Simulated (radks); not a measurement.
Results of a calculation; reference values are marked as such.
Ge4+, configuration [Ar] 3d10 (the NIST ground configuration). Code: a radial shooting solver on a logarithmic mesh with Libxc functionals. Model: Dirac Kohn-Sham, PBEsol, spin-unpolarised, spherical densities, point nucleus. Some entries of the table are withheld. Estimate them.

orbital  occ.  eigenvalue (hartree)  r(max) (bohr)
1s1/2       2                   (1)        0.03074
2s1/2       2             -52.15648         0.1762
2p1/2       2             -46.60827         0.1392
2p3/2       4             -45.43793         0.1421
3s1/2       2              -7.98184         0.5429
3p1/2       2              -6.15103         0.5377
3p3/2       4              -5.99356         0.5462
3d3/2       4                   (2)         0.5008
3d5/2       6                   (3)         0.5036
4s1/2       0                   (4)            (5)
4p1/2       0                   (6)          1.760
4p3/2       0                   (7)          1.783

Answer. 
(1) 1s1/2 eigenvalue (hartree): -404.2050
(2) 3d3/2 eigenvalue (hartree): -2.87933
(3) 3d5/2 eigenvalue (hartree): -2.85732
(4) 4s1/2 eigenvalue (hartree): -1.90922
(5) 4s1/2 r(max) (bohr): 1.570
(6) 4p1/2 eigenvalue (hartree): -1.50327
(7) 4p3/2 eigenvalue (hartree): -1.48591
